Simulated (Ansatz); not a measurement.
Input file for C$_{2}$H$_{8}$GeO$_{2}$Si, SMILES `O[SiH](O)/C=[CH]\[GeH3]`:

```yaml
crystal:
  periodic: [false, false, false]
  atoms:
    - {symbol: O, position_ang: [-0.051825, -1.742748, 0.027270]}
    - {symbol: Si, position_ang: [0.659171, -0.755950, -1.082223]}
    - {symbol: O, position_ang: [2.170971, -1.249541, -1.478863]}
    - {symbol: C, position_ang: [0.900672, 0.919960, -0.339476]}
    - {symbol: C, position_ang: [0.135182, 1.478391, 0.600721]}
    - {symbol: Ge, position_ang: [-1.462647, 0.735077, 1.442299]}
    - {symbol: H, position_ang: [-0.836773, -2.217900, -0.246885]}
    - {symbol: H, position_ang: [-0.211952, -0.752973, -2.292705]}
    - {symbol: H, position_ang: [2.273236, -2.097019, -1.913085]}
    - {symbol: H, position_ang: [1.755215, 1.491851, -0.705060]}
    - {symbol: H, position_ang: [0.399726, 2.475006, 0.955339]}
    - {symbol: H, position_ang: [-1.115131, -0.222189, 2.590639]}
    - {symbol: H, position_ang: [-2.359852, 0.014966, 0.421218]}
    - {symbol: H, position_ang: [-2.255994, 1.923068, 2.020822]}
basis:
  gaussian: {orbitals: def2-TZVPP}
correlation: {method: ccsd_t}
```

```sh
$ ansatz run in.yaml --threads 2 --pin off --events-out ev --progress --plain --max-ram 22528MiB --backend cuda --devices 0, --max-vram 18GiB
```

The program prints (abridged):

```
Functional definition: HF
1965 factors; integrals over basis functions are off by at most 8.1e-4 eV
mean field evaluation 1: about -70596.5941 eV, gradient 5.4e1 eV
mean field evaluation 2: about -70596.9114 eV, gradient 5.4e1 eV
mean field evaluation 4: about -70602.8743 eV, gradient 4.5e0 eV
mean field evaluation 8: about -70602.9582 eV, gradient 2.2e-1 eV
mean field -70602.95844073 eV, -2594.6108662927 hartree, gradient 2.4e-6 eV, S^2 0.000000; 0 other end points of the search recorded, 0 dependent functions left out; unrestricted orbitals would lower it
18 core orbitals not correlated: weight in the atoms' cores, before any rotation towards them, 1.000 or more for the frozen orbitals, at most 0.000 for the correlated occupied ones
reference -70602.95844073 eV, -2594.6108662927 hartree; 23, 23 occupied and 285, 285 virtual orbitals, 1965 factors
second order -32.25202757 eV of doubles, -0.00000000 eV of singles
cycle   1  -32.31846610 eV  change   -6.6e-2 eV  update   1.3e-1
cycle   2  -33.19831160 eV  change   -8.8e-1 eV  update   3.7e-2
cycle   3  -33.35892500 eV  change   -1.6e-1 eV  update   1.8e-2
cycle   4  -33.34009470 eV  change    1.9e-2 eV  update   4.4e-3
cycle   5  -33.34035279 eV  change   -2.6e-4 eV  update   1.9e-3
cycle   6  -33.34121820 eV  change   -8.7e-4 eV  update   4.8e-4
cycle   7  -33.34099422 eV  change    2.2e-4 eV  update   1.9e-4
cycle   8  -33.34095722 eV  change    3.7e-5 eV  update   5.7e-5
perturbative correction -1.30857862 eV, -0.0480893773 hartree
Total energy: -70637.60797657 eV, -2595.8842132485 hartree
```

Hardware: 2 threads of an AMD EPYC 7R13 on a shared host and a share of an NVIDIA H100 80 GB. Wall time 6.5 s, peak host memory 1.4 GiB.

MP2 recovers 93.1 % of the CCSD(T) correlation energy and the triples give 3.8 %; T1 = 0.0120.
